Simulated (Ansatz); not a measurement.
Al4Au⁺. The state is a singlet with charge 1. Geometry PBE-D4/def2-SVP.

Cartesian coordinates in Å:
```
Au -0.9387 0.2012 -1.1487
Al 1.7901 0.2907 -0.9172
Al -0.0206 1.8845 0.8253
Al 0.4817 -1.9827 -0.2601
Al -1.3125 -0.3937 1.5007
```

In the def2 sets Au takes a core potential; there is no spin–orbit coupling. The restricted singlet is unstable towards broken spin symmetry in Hartree–Fock (as tested in another run); at LDA (SPW92)/def2-TZVP, PBE-D4/def2-TZVP, B97M-V/def2-TZVP, PBE0-D4/def2-SVP and others this wasn't settled. Another isomer (singlet) lies 0.14 eV lower at PBE0-D4/def2-TZVP; other spin states weren't run for this one.

(1) Estimate the orbital energies around the gap (eV) in Ansatz with LDA (SPW92)/def2-TZVP, PBE-D4/def2-TZVP, B97M-V/def2-TZVP, PBE0-D4/def2-SVP, BHLYP-D4/def2-TZVP.

Results:

(1) 
| orbital | LDA (SPW92)/def2-TZVP | PBE-D4/def2-TZVP | B97M-V/def2-TZVP | PBE0-D4/def2-SVP | BHLYP-D4/def2-TZVP |
| --- | --- | --- | --- | --- | --- |
| HOMO−9 | -13.97 | -13.82 | -14.06 | -15.41 | -16.50 |
| HOMO−8 | -13.63 | -13.49 | -13.73 | -15.07 | -16.18 |
| HOMO−7 | -12.91 | -12.77 | -12.98 | -14.37 | -15.53 |
| HOMO−6 | -12.79 | -12.66 | -12.88 | -14.25 | -15.41 |
| HOMO−5 | -12.63 | -12.50 | -12.76 | -14.13 | -15.27 |
| HOMO−4 | -11.77 | -11.64 | -11.82 | -12.89 | -13.75 |
| HOMO−3 | -11.48 | -11.35 | -11.50 | -12.45 | -13.21 |
| HOMO−2 | -10.78 | -10.57 | -10.40 | -11.26 | -11.52 |
| HOMO−1 | -9.96 | -9.81 | -9.78 | -10.47 | -10.92 |
| HOMO | -8.56 | -8.46 | -8.56 | -9.20 | -9.46 |
| LUMO | -8.43 | -8.30 | -8.20 | -7.74 | -6.78 |
| LUMO+1 | -7.48 | -7.31 | -7.16 | -6.70 | -5.84 |
| LUMO+2 | -7.16 | -7.02 | -6.86 | -6.43 | -5.54 |
| LUMO+3 | -7.14 | -7.00 | -6.84 | -6.37 | -5.45 |
| LUMO+4 | -6.79 | -6.68 | -6.58 | -6.15 | -5.24 |
| LUMO+5 | -6.50 | -6.31 | -6.13 | -5.46 | -4.72 |
